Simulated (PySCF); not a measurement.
Two species compared at the same levels of theory.

First species: C5H7F3Se.
SMILES with atom numbers: `[F:1][C:2]([F:3])([F:4])[CH2:5][C@@H:6]1[CH2:7][CH2:8][Se:9]1` (hydrogens: H10, H11 on C5; H12 on C6; H13, H14 on C7; H15, H16 on C8)

Second species: C₄H₁₄B₂S.
InChI=1S/C4H14B2S/c1-6(2)5-7(3)4/h5H2,1-4H3

Levels: B3LYP/def2-SVPD for dipole moment, HOMO energy, LUMO energy, HOMO–LUMO gap, static isotropic polarisability and electronic spatial extent ⟨r²⟩ about the centre of nuclear charge; TDDFT B3LYP/def2-SVPD for lowest singlet excitation; PBE0-D3(BJ)/def2-SVP for rotational constant A and rotational constant C. Geometries: PBE0-D3(BJ)/def2-SVP. All species are isolated and taken at one optimised geometry, non-relativistic unless stated. Electronic properties by PySCF.

Dipoles, sizes and rotational constants follow the conformer. The torsions of the flexible species, by atom-mapped SMILES:
- `[F:1][C:2]([F:3])([F:4])[CH2:5][C@@H:6]1[CH2:7][CH2:8][Se:9]1`: F1–C2–C5–C6 -59°, C2–C5–C6–C7 -71°
- `[CH3:1][B:2]([CH3:3])[BH2-:4][S+:5]([CH3:6])[CH3:7]`: C1–B2–B4–S5 179°, B2–B4–S5–C6 -73°

Values for the first species:

```
Dipole moment                                                     : 1.51 D
HOMO energy                                                       : -6.19 eV
LUMO energy                                                       : -1.17 eV
HOMO–LUMO gap                                                     : 5.02 eV
Lowest singlet excitation                                         : 3.76 eV
Static isotropic polarisability                                   : 88.7 au
Electronic spatial extent ⟨r²⟩ about the centre of nuclear charge : 2037 bohr²
Rotational constant A                                             : 2.657 GHz
Rotational constant C                                             : 0.484 GHz
```

(1) Estimate the same properties for the second species, and the change in each.

Answers

(1) 
```json
{"property": "dipole moment", "first": "1.51 D", "second": "4.38 D", "second less first": "+2.87 D"}
{"property": "HOMO energy", "first": "-6.19 eV", "second": "-6.40 eV", "second less first": "-0.21 eV"}
{"property": "LUMO energy", "first": "-1.17 eV", "second": "-0.10 eV", "second less first": "+1.07 eV"}
{"property": "HOMO–LUMO gap", "first": "5.02 eV", "second": "6.30 eV", "second less first": "+1.28 eV"}
{"property": "lowest singlet excitation", "first": "3.76 eV", "second": "5.00 eV", "second less first": "+1.24 eV"}
{"property": "static isotropic polarisability", "first": "88.7 au", "second": "107.3 au", "second less first": "+18.6 au"}
{"property": "electronic spatial extent ⟨r²⟩ about the centre of nuclear charge", "first": "2037 bohr²", "second": "1365 bohr²", "second less first": "-672 bohr²"}
{"property": "rotational constant A", "first": "2.657 GHz", "second": "3.596 GHz", "second less first": "+0.939 GHz"}
{"property": "rotational constant C", "first": "0.484 GHz", "second": "0.944 GHz", "second less first": "+0.460 GHz"}
```

On the first: S1 lies 1.26 eV below the HOMO–LUMO gap; its leading configuration is HOMO→LUMO, weight 0.99. Relativistic effects, spin–orbit coupling among them, are left out although an element past zinc is present.

On the second: A dipole of 4.38 D is allowed in C1, and pure rotational transitions are dipole-allowed. S1 lies 1.30 eV below the HOMO–LUMO gap; its leading configuration is HOMO→LUMO, weight 0.70.
